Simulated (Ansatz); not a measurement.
Born–Oppenheimer molecular dynamics of C2H7NSiZn (12 atoms, charge 0, multiplicity 1). It starts at the highest image of a converged band. Of that band: The profile has 3 maxima (images 1, 3, 5) with wells between them (images 2, 4): this band takes more than one step, which may be the mechanism or a detour left from its start path. Neighbouring images differ by up to 3.7 eV, so the band resolves the path poorly. A vibrational analysis at the climbing image gives one clearly imaginary mode, 2419i cm⁻¹, and a faint second one (13i cm⁻¹) that may be numerical noise or a soft torsion: probably a first-order saddle point.

Theory: Ansatz 0.2.0, RHF/def2-SVP.

```yaml
ensemble: NVE (velocity Verlet)
time_step: 0.5 fs
steps_asked: 200
starting_velocities_drawn_for: 300 K
seed: 4146
```

First frame:

```xyz
12
Properties=species:S:1:pos:R:3
C 0.389 -1.823 1.856
C -0.273 -0.529 2.210
N -0.492 0.410 1.343
Zn -0.242 0.807 -0.491
Si -0.078 1.611 -2.789
H 0.612 -1.844 0.777
H -0.253 -2.668 2.113
H 1.317 -1.938 2.420
H -0.782 0.551 2.517
H -0.533 3.022 -2.916
H -0.911 0.795 -3.713
H 1.321 1.553 -3.291
```

Question: How far do the bonds stretch over the last three quarters of this one trajectory? (Pairs bonded in most of those frames.)

Answer: 
```tsv
bond	mean (Å)	spread (Å)	shortest	longest
C1–C2	1.532	0.088	1.35	1.70
C1–H6	1.119	0.019	1.08	1.16
C1–H7	1.096	0.013	1.07	1.12
C1–H8	1.096	0.020	1.06	1.13
C2–N3	1.316	0.033	1.25	1.37
N3–Zn4	1.941	0.050	1.86	2.04
N3–H9	1.070	0.123	0.86	1.28
Zn4–Si5	2.471	0.132	2.28	2.63
Si5–H10	1.493	0.035	1.44	1.54
Si5–H11	1.488	0.039	1.43	1.55
Si5–H12	1.487	0.004	1.48	1.49
```

Mean temperature of the second half: 1092 K. The conserved energy stayed within 2 meV per atom of its start (net change 0.2 meV per atom), so there is no drift, though single steps change it by up to 27 meV in the whole system, a sign of fast motions only just resolved. The kinetic energy rose, since the run started high on the potential surface and went downhill. A run of 0.1 ps of so small a system gives no equilibrium averages. The orbitals stay closed-shell, which can raise the energy where a bond breaks towards radicals; this wasn't checked here.

Run time: 6.2 min on 2 threads of Intel(R) Xeon(R) Platinum 8488C (Sapphire Rapids) (shared host), peak memory 0.33 GiB.
